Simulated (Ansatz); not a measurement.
Total energies of ClH$_{9}$Si$_{3}$Sn, SMILES `[SiH3][Sn]([SiH3])([SiH3])[Cl]`.

```xyz
14

Si    1.555    1.381    1.393
Sn    0.145    0.158   -0.371
Si    0.613   -2.360   -0.557
Si   -2.346    0.785   -0.376
Cl    0.943    1.029   -2.424
H     2.992    1.074    1.180
H     1.149    0.920    2.749
H     1.329    2.844    1.284
H    -0.122   -2.918   -1.721
H     2.071   -2.584   -0.726
H     0.152   -3.036    0.685
H    -2.982    0.274    0.868
H    -3.010    0.170   -1.554
H    -2.489    2.262   -0.430
```

The species carries charge 0 and has multiplicity 1. Correlated methods include outer-core shells of Sn, which these sets cover unevenly. Sn: def2 effective core potential. All single points use the PBE0-D4/def2-TZVP geometry. Basis def2-TZVPP, Ansatz.

RPA on PBE orbitals: Hartree–Fock energy of these orbitals -1544.90654 Eh, correlation -1.56227 Eh (frozen core).

| functional | kind | energy without D4 (Eh) | D4 term (kJ/mol) |
| --- | --- | --- | --- |
| LDA (SPW92) | LDA | -1543.09247 | – |
| PBE | GGA | -1547.82046 | -40.7 |
| B97M-V | meta-GGA with VV10 | -1548.14267 | – |
| PBE0 | global hybrid, 25 % exact exchange | -1547.96485 | -36.0 |
| r2SCANh | meta-GGA hybrid, 10 % | -1548.43352 | -11.6 |
| r2SCAN0 | meta-GGA hybrid, 25 % | -1548.41034 | -12.9 |
| HSE06 (plane-wave form) | screened hybrid | -1547.93457 | -34.5 |
| BHLYP | global hybrid, 50 % | -1548.41013 | -62.2 |
| ωB97M-V | range-separated hybrid meta-GGA with VV10 | -1548.31860 | – |
| PBE-QIDH | double hybrid | -1547.43036 | – |

Problem. Give the same for revPBE, BLYP, r2SCAN, B3LYP, CAM-B3LYP, LC-ωPBE, ωB97X-V, B2PLYP. (Estimate.)

Solution. Ansatz gave: 
```csv
functional,kind,energy without D4 (Eh),D4 term (kJ/mol)
revPBE,GGA,-1548.25939,-91.3
BLYP,GGA,-1548.39200,-82.9
r2SCAN,meta-GGA,-1548.45004,-10.5
B3LYP,"global hybrid, 20 %",-1548.64366,-66.0
CAM-B3LYP,range-separated hybrid,-1548.48890,-38.3
LC-ωPBE,long-range corrected hybrid,-1548.12141,–
ωB97X-V,range-separated hybrid GGA with VV10,-1548.26302,–
B2PLYP,double hybrid,-1547.76821,–
```

B3LYP takes the VWN-RPA correlation (the form of Gaussian; ORCA's B3LYP/G). HSE06 is the plane-wave form, built on full-range PBE exchange. The double hybrids freeze the cores in their second-order part.

LC-ωPBE has ω = 0.4 bohr⁻¹.
